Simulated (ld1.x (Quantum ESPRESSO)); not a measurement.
Building the ultrasoft potential for nitrogen (PBE, fully relativistic).

Input for ld1.x (Quantum ESPRESSO) 7.5:

```
&input
   title='N', zed=7., rel=2, dft='PBE', iswitch=3,
   config='[He] 2s2 2p3 3d-2', rel_dist='average',
   nld=5, rlderiv=1.30, eminld=-3.0, emaxld=5.0, deld=0.02
 /
 &inputp
   pseudotype=3, tm=.true., lloc=-1, rcloc=0.85,
   nlcc=.true., new_core_ps=.true.,
   which_augfun='PSQ', rmatch_augfun=0.60,
   file_pseudopw='N.UPF', file_wfcaegen='ae.wfc', file_wfcncgen='nc.wfc', file_beta='beta', file_chi='chi', file_wfcusgen='us.wfc'
 /
6
2S  1  0   2.00   0.00  0.85  1.20  0.0
2S  1  0   0.00   3.00  0.85  1.20  0.0
2P  2  1   3.00   0.00  1.05  1.20  0.0
2P  2  1   0.00   2.15  1.05  1.20  0.0
3D  3  2  -2.00  -0.05  0.90  0.95  0.0
3D  3  2  -2.00   1.60  0.90  0.95  0.0
 &test
   configts(1)='2s2 2p3'
 /
```

Command:

```bash
ld1.x < N.in > N.out
```

Resulting log (shortened: banner, matrices, multipoles, cross overlaps and the repeated all-electron block are left out):

```
Program LD1 v.7.5
     --------------------------- All-electron run ----------------------------

     N
     dirac relativistic calculation

     atomic number is  7.00
     dft =PBE   lsd =0 sic =0 latt =0  beta=0.20 tr2=1.0E-14
     Exchange-correlation= PBE
                           (   1   4   3   4   0   0   0)
     mesh =1085 r(mesh) =  99.89202 a.u. xmin = -7.00 dx = 0.01250
     1 Ry =  13.60569312 eV, c = 137.03599908

     n l j   nl                  e(Ry)          e(Ha)          e(eV)
     Spin orbit split results
     1 0 0.5 1S 1( 2.00)       -28.2759       -14.1379      -384.7128
     2 0 0.5 2S 1( 2.00)        -1.3658        -0.6829       -18.5825
     2 1 0.5 2P 1( 1.00)        -0.5220        -0.2610        -7.1024
     2 1 1.5 2P 1( 2.00)        -0.5206        -0.2603        -7.0833
     Averaged results
     1 0     1S 1( 2.00)       -28.2759       -14.1379      -384.7128
     2 0     2S 1( 2.00)        -1.3658        -0.6829       -18.5825
     2 1     2P 1( 3.00)        -0.5211        -0.2605        -7.0897

     final scf error:  4.7E-15 reached in  26 iterations

     Etot =    -108.906616 Ry,     -54.453308 Ha,   -1481.749996 eV

     Ekin =     108.696016 Ry,      54.348008 Ha,    1478.884640 eV
     Encl =    -256.233369 Ry,    -128.116685 Ha,   -3486.232587 eV
     Eh   =      51.764462 Ry,      25.882231 Ha,     704.291387 eV
     Exc  =     -13.133725 Ry,      -6.566863 Ha,    -178.693436 eV

     normalization and overlap integrals

     s(1S/1S) =  1.000000  <r> =   0.2297  <r2> =    0.0714  r(max) =   0.1483
     s(2S/2S) =  1.000000  <r> =   1.3196  <r2> =    2.1153  r(max) =   1.0167
     s(2P/2P) =  1.000000  <r> =   1.4829  <r2> =    2.9147  r(max) =   0.9793
     s(2P/2P) =  1.000000  <r> =   1.4847  <r2> =    2.9218  r(max) =   0.9793

     ------------------------ End of All-electron run ------------------------

     --------------------- Generating US pseudopotential ---------------------

      Generating local potential from pseudized AE potential:
      Matching radius rcloc =   0.8500

      Local pseudo, rcloc= 0.843 Estimated cut-off energy=    33.54 Ry

      Computing core charge for nlcc:

       r > 0.41 : true rho core
      Core charge pseudized with two Bessel functions
      Integrated core pseudo-charge :   1.27

     Fully relativistic calculation: |psi|^2

     Wfc 2S LC norm =  0.99993677 SC norm =  0.00005520 missing  0.00000803

     Wfc 2P LC norm =  0.99995139 SC norm =  0.00004836 missing  0.00000025

     Wfc 2P LC norm =  0.99995147 SC norm =  0.00003591 missing  0.00001262
      Wfc-us  2S rcutus= 1.196  Estimated cut-off energy=    32.18 Ry
      Wfc-us  2S rcutus= 1.196  Estimated cut-off energy=    46.90 Ry
      Wfc-us  2P rcutus= 1.196  Estimated cut-off energy=    53.18 Ry
      Wfc-us  2P rcutus= 1.196  Estimated cut-off energy=    53.18 Ry
      Wfc-us  2P rcutus= 1.196  Estimated cut-off energy=    65.96 Ry
      Wfc-us  2P rcutus= 1.196  Estimated cut-off energy=    65.91 Ry
      Wfc-us  3D rcutus= 0.955  Estimated cut-off energy=   111.04 Ry
      Wfc-us  3D rcutus= 0.955  Estimated cut-off energy=   111.04 Ry
      Wfc-us  3D rcutus= 0.955  Estimated cut-off energy=   112.43 Ry
      Wfc-us  3D rcutus= 0.955  Estimated cut-off energy=   112.43 Ry

     Q pseudized with Bessel functions
     Expected ecutrho=     978.9271 due to l1=  2   l2=  2

     ------------------- End of pseudopotential generation -------------------

     Computing logarithmic derivative in   1.29740
     Computing logarithmic derivative in   1.29740
     Computing the partial wave expansion
     R is outside the sphere for l=    0 j= 0.50
     R is outside the sphere for l=    0 j= 0.50
     R is outside the sphere for l=    1 j= 0.50
     R is outside the sphere for l=    1 j= 0.50
     R is outside the sphere for l=    1 j= 1.50
     R is outside the sphere for l=    1 j= 1.50
     R is outside the sphere for l=    2 j= 1.50
     R is outside the sphere for l=    2 j= 1.50
     R is outside the sphere for l=    2 j= 2.50
     R is outside the sphere for l=    2 j= 2.50

     ---------------------- Testing the pseudopotential ----------------------

     N
     dirac relativistic calculation

     atomic number is  7.00   valence charge is  5.00
     dft =PBE   lsd =0 sic =0 latt =0  beta=0.20 tr2=1.0E-14
     mesh =1085 r(mesh) =  99.89202 xmin = -7.00 dx = 0.01250

     n l  j  nl             e AE (Ry)       e PS (Ry)    De AE-PS (Ry)
     1 0 0.5 2S   1( 2.00)       -1.36579       -1.36580        0.00001
     2 1 0.5 2P   1( 1.00)       -0.52202       -0.52201       -0.00000
     2 1 1.5 2P   1( 2.00)       -0.52061       -0.52062        0.00001

     eps = 1.3E-16  iter =  4

     Etot =    -108.906616 Ry,     -54.453308 Ha,   -1481.749996 eV
     Etotps =   -22.954072 Ry,     -11.477036 Ha,    -312.306053 eV

     Ekin =      11.432128 Ry,       5.716064 Ha,     155.542030 eV
     Encl =     -45.072446 Ry,     -22.536223 Ha,    -613.241864 eV
     Ehrt =      16.328253 Ry,       8.164127 Ha,     222.157203 eV
     Ecxc =      -8.325050 Ry,      -4.162525 Ha,    -113.268069 eV
     (Ecc =      -3.521634 Ry,      -1.760817 Ha,     -47.914265 eV)
     Epseu=       2.683042 Ry,       1.341521 Ha,      36.504647 eV

     ---------------------- End of pseudopotential test ----------------------
```

Generation and configuration tests took about 2 s on one core of a shared server CPU.

Transferability test of the new file with ld1.x, input:

```
&input
   title='N', zed=7., rel=2, dft='PBE', iswitch=2,
   config='[He] 2s2 2p3 3d-2', rel_dist='average'
 /
 &test
   file_pseudo='N.UPF', nconf=8,
   configts(1)='2s2 2p3',
   configts(2)='2s2 2p2',
   configts(3)='2s2 2p1',
   configts(4)='2s2 2p0',
   configts(5)='2s1 2p4',
   configts(6)='2s0 2p5',
   configts(7)='2s2 2p2.5',
   configts(8)='2s2 2p3.3'
 /
```

```bash
ld1.x < N.test.in > N.test.out
```

Pseudopotential blocks of its output, shortened (energy terms left out):

```
     ---------------------- Testing the pseudopotential ----------------------

     n l  j  nl             e AE (Ry)       e PS (Ry)    De AE-PS (Ry)
     1 0 0.5 2S   1( 2.00)       -1.36579       -1.36580        0.00001
     2 1 0.5 2P   1( 1.00)       -0.52202       -0.52201       -0.00000
     2 1 1.5 2P   1( 2.00)       -0.52061       -0.52062        0.00001

     eps = 1.3E-16  iter =  4

     Etot =    -108.906616 Ry,     -54.453308 Ha,   -1481.749995 eV
     Etotps =   -22.954072 Ry,     -11.477036 Ha,    -312.306053 eV

     ---------------------- End of pseudopotential test ----------------------

          ---------------------- Testing the pseudopotential ----------------------

     n l  j  nl             e AE (Ry)       e PS (Ry)    De AE-PS (Ry)
     1 0 0.5 2S   1( 2.00)       -2.38588       -2.38615        0.00027
     2 1 0.5 2P   1( 0.67)       -1.52170       -1.52170       -0.00001
     2 1 1.5 2P   1( 1.33)       -1.51994       -1.51995        0.00001

     eps = 3.8E-16  iter = 10

     Etot =    -107.907662 Ry,     -53.953831 Ha,   -1468.158535 eV
     Etotps =   -21.955120 Ry,     -10.977560 Ha,    -298.714628 eV
     dEtot_ae =       0.998954 Ry
     dEtot_ps =       0.998951 Ry,   Delta E=       0.000003 Ry

     ---------------------- End of pseudopotential test ----------------------

          ---------------------- Testing the pseudopotential ----------------------

     n l  j  nl             e AE (Ry)       e PS (Ry)    De AE-PS (Ry)
     1 0 0.5 2S   1( 2.00)       -3.61312       -3.61380        0.00069
     2 1 0.5 2P   1( 0.33)       -2.75845       -2.75863        0.00018
     2 1 1.5 2P   1( 0.67)       -2.75626       -2.75646        0.00019

     eps = 1.4E-16  iter =  9

     Etot =    -105.786949 Ry,     -52.893475 Ha,   -1439.304767 eV
     Etotps =   -19.834330 Ry,      -9.917165 Ha,    -269.859802 eV
     dEtot_ae =       3.119667 Ry
     dEtot_ps =       3.119742 Ry,   Delta E=      -0.000075 Ry

     ---------------------- End of pseudopotential test ----------------------

          ---------------------- Testing the pseudopotential ----------------------

     n l  j  nl             e AE (Ry)       e PS (Ry)    De AE-PS (Ry)
     1 0 0.5 2S   1( 2.00)       -5.00701       -5.00804        0.00103
     2 1 0.5 2P   1( 0.00)       -4.19692       -4.19735        0.00042
     2 1 1.5 2P   1( 0.00)       -4.19424       -4.19467        0.00043

     eps = 3.6E-16  iter =  9

     Etot =    -102.326461 Ry,     -51.163231 Ha,   -1392.222428 eV
     Etotps =   -16.373508 Ry,      -8.186754 Ha,    -222.772920 eV
     dEtot_ae =       6.580155 Ry
     dEtot_ps =       6.580564 Ry,   Delta E=      -0.000409 Ry

     ---------------------- End of pseudopotential test ----------------------

          ---------------------- Testing the pseudopotential ----------------------

     n l  j  nl             e AE (Ry)       e PS (Ry)    De AE-PS (Ry)
     1 0 0.5 2S   1( 1.00)       -1.39866       -1.39724       -0.00142
     2 1 0.5 2P   1( 1.33)       -0.55283       -0.55293        0.00010
     2 1 1.5 2P   1( 2.67)       -0.55141       -0.55153        0.00012

     eps = 9.1E-15  iter = 10

     Etot =    -108.060826 Ry,     -54.030413 Ha,   -1470.242443 eV
     Etotps =   -22.109051 Ry,     -11.054525 Ha,    -300.808962 eV
     dEtot_ae =       0.845789 Ry
     dEtot_ps =       0.845021 Ry,   Delta E=       0.000769 Ry

     ---------------------- End of pseudopotential test ----------------------

          ---------------------- Testing the pseudopotential ----------------------

     n l  j  nl             e AE (Ry)       e PS (Ry)    De AE-PS (Ry)
     1 0 0.5 2S   1( 0.00)       -1.42866       -1.42556       -0.00310
     2 1 0.5 2P   1( 1.67)       -0.58108       -0.58106       -0.00002
     2 1 1.5 2P   1( 3.33)       -0.57965       -0.57965        0.00001

     eps = 6.9E-15  iter = 16

     Etot =    -107.213133 Ry,     -53.606566 Ha,   -1458.708986 eV
     Etotps =   -21.263680 Ry,     -10.631840 Ha,    -289.307109 eV
     dEtot_ae =       1.693483 Ry
     dEtot_ps =       1.690391 Ry,   Delta E=       0.003092 Ry

     ---------------------- End of pseudopotential test ----------------------

          ---------------------- Testing the pseudopotential ----------------------

     n l  j  nl             e AE (Ry)       e PS (Ry)    De AE-PS (Ry)
     1 0 0.5 2S   1( 2.00)       -1.84631       -1.84643        0.00012
     2 1 0.5 2P   1( 0.83)       -0.98912       -0.98910       -0.00002
     2 1 1.5 2P   1( 1.67)       -0.98754       -0.98754       -0.00000

     eps = 5.2E-15  iter = 10

     Etot =    -108.532252 Ry,     -54.266126 Ha,   -1476.656509 eV
     Etotps =   -22.579708 Ry,     -11.289854 Ha,    -307.212572 eV
     dEtot_ae =       0.374364 Ry
     dEtot_ps =       0.374364 Ry,   Delta E=       0.000000 Ry

     ---------------------- End of pseudopotential test ----------------------

          ---------------------- Testing the pseudopotential ----------------------

     n l  j  nl             e AE (Ry)       e PS (Ry)    De AE-PS (Ry)
     1 0 0.5 2S   1( 2.00)       -1.11158       -1.11153       -0.00005
     2 1 0.5 2P   1( 1.10)       -0.27811       -0.27812        0.00000
     2 1 1.5 2P   1( 2.20)       -0.27681       -0.27682        0.00002

     eps = 3.5E-15  iter = 11

     Etot =    -109.025611 Ry,     -54.512806 Ha,   -1483.369012 eV
     Etotps =   -23.073070 Ry,     -11.536535 Ha,    -313.925113 eV
     dEtot_ae =      -0.118996 Ry
     dEtot_ps =      -0.118999 Ry,   Delta E=       0.000003 Ry

     ---------------------- End of pseudopotential test ----------------------
```
